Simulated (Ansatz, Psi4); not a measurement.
Pair of molecules: aminoborane (SMILES BN) (first 6 atoms) with aminoborane (SMILES BN); geometry from B3LYP-D3(BJ)/def2-TZVP, rigid monomers moved along the line of their centres of mass till H5···N8 is 3.38 Å.
(charge 0, multiplicity 1):
```json
[
 {"atom": "B", "x (Å)": "-0.7839", "y (Å)": "0.3552", "z (Å)": "-0.2907"},
 {"atom": "N", "x (Å)": "0.4300", "y (Å)": "-0.1995", "z (Å)": "0.0779"},
 {"atom": "H", "x (Å)": "-1.0886", "y (Å)": "0.4051", "z (Å)": "-1.4420"},
 {"atom": "H", "x (Å)": "-1.5094", "y (Å)": "0.7811", "z (Å)": "0.5601"},
 {"atom": "H", "x (Å)": "0.7315", "y (Å)": "-0.2696", "z (Å)": "1.0382"},
 {"atom": "H", "x (Å)": "1.0855", "y (Å)": "-0.5799", "z (Å)": "-0.5849"},
 {"atom": "B", "x (Å)": "0.2940", "y (Å)": "-0.7361", "z (Å)": "4.9853"},
 {"atom": "N", "x (Å)": "0.0317", "y (Å)": "0.4266", "z (Å)": "4.2717"},
 {"atom": "H", "x (Å)": "-0.4171", "y (Å)": "-1.6806", "z (Å)": "4.8315"},
 {"atom": "H", "x (Å)": "1.2336", "y (Å)": "-0.7648", "z (Å)": "5.7193"},
 {"atom": "H", "x (Å)": "0.5747", "y (Å)": "1.2693", "z (Å)": "4.3719"},
 {"atom": "H", "x (Å)": "-0.7582", "y (Å)": "0.5363", "z (Å)": "3.6540"}
]
```

Monomers are frozen at their geometry in the pair; levels with a basis set take the counterpoise correction.

Cores are frozen in the correlated methods.

Programs: Ansatz (an electronic-structure program) with Gaussian orbitals; Psi4 for SAPT. Each number belongs to the level named beside it.

Question: Predict the interaction energy from wB97M-V/def2-TZVPPD.

Answer: -52 meV
